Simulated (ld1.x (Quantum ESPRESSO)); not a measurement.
PBE ultrasoft dataset for Ti (Z = 22), scalar-relativistic all-electron reference.

* Element: titanium
* Generator: ld1.x (Quantum ESPRESSO) 7.5
* Type: ultrasoft
* Functional: PBE
* Relativity: scalar-relativistic
* Frozen core: [Ne] 3s2
* Valence charge: 10
* Reference configuration: 3p6 3d2 4s1.75 4p0.25
* Partial waves: 4s (bound): rcut 2.65, rcutus 2.95 bohr; 4s channel at 4.2 Ry: rcut 2.65, rcutus 2.95 bohr; 3p (bound): rcut 1.50, rcutus 1.70 bohr; 4p (bound): rcut 1.50, rcutus 1.70 bohr; 3d (bound): rcut 2.20, rcutus 2.45 bohr; 3d channel at 0.1 Ry: rcut 2.20, rcutus 2.45 bohr
* Local potential: all-electron potential smoothed inside 2.40 bohr (lloc = -2)
* Core correction: Bessel-smoothed model core, default radius (core density twice the valence density)
* Augmentation charge: PSQ, radius 1.40 bohr

All-electron outer shells of the reference configuration (PBE, scalar-relativistic, ld1.x):

```
shell  level (eV)  outermost node (bohr)  outermost maximum (bohr)
   2p     -444.60                      –                      0.22
   3s      -62.98                   0.40                      0.87
   3p      -39.21                   0.37                      0.90
   4s       -4.67                   1.24                      2.92
   3d       -4.58                      –                      0.98
   4p       -1.63                   1.39                      3.80
```

Results:

| Item | Value |
| --- | --- |
| Cutoffs needed | 30 Ry and 50 Ry (the cutoffs (Ry, on a coarse ladder) from which the occupation-weighted sum of valence levels, in a spherical-Bessel basis at the reference potential, stays within 10 and 1 mRy of its value at 400 Ry) |
| Ghost test | no extra level below or beside the all-electron valence levels (s, p, d, f tested) (spherical-Bessel basis up to 400 Ry, 20 bohr box) |
| Largest excitation error | -30 meV (all-electron minus pseudo) for 3p6 3d1 4s2 4p1, out of 7 test configurations |
| Lowest eigenvalue of the overlap operator | 0.07 (s channel) |
| Density cutoff estimated by the generator | 212 Ry |

Generation and tests took about 3.4 s on one core of a shared server CPU.
